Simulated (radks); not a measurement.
Values are calculated unless marked as measured or tabulated.
Ionisation of the terbium ion Tb+, [Xe] 4f9 6s1, to Tb2+, [Xe] 4f9, under several functionals. Dirac Kohn-Sham, spin-unpolarised, spherical densities, point nucleus; open shells fill j = l - 1/2 first; a radial shooting solver on a logarithmic mesh with Libxc functionals.

\begin{tabular}{lrrrrrr}
functional & E(Tb+) (hartree) & Exc (hartree) & IE (eV) & -e(HOMO) (eV) & <r> HOMO (bohr) & IE error (eV) \\ \hline
LDA (Slater exchange, Perdew-Wang correlation) & -11710.9584 & -249.2872 & 11.722 & 8.998 & 3.718 & +0.209 \\
PW91 & -11720.0491 & -258.4720 & 11.555 & 8.755 & 3.763 & +0.042 \\
revPBE & -11719.0091 & -257.4179 & 11.395 & 8.607 & 3.790 & -0.118 \\
LDA (Slater exchange, VWN5 correlation) & -11710.9854 & -249.3148 & 11.720 & 8.997 & 3.718 & +0.207 \\
PBE & -11718.7060 & -257.1100 & 11.518 & 8.733 & 3.766 & +0.005 \\
\end{tabular}

NIST Atomic Spectra Database: 11.51 eV (semi-empirical). Closest: PBE. The Delta-SCF values span 0.33 eV, the total energies 9.09 hartree. The highest occupied level is 6s1/2. Spin polarisation and multiplet splitting are left out, so open shells lie too high by an amount that depends on their filling.

Beside tabulated values, note that spin-unpolarised runs miss the spin-polarisation part of the exchange energy of open shells.
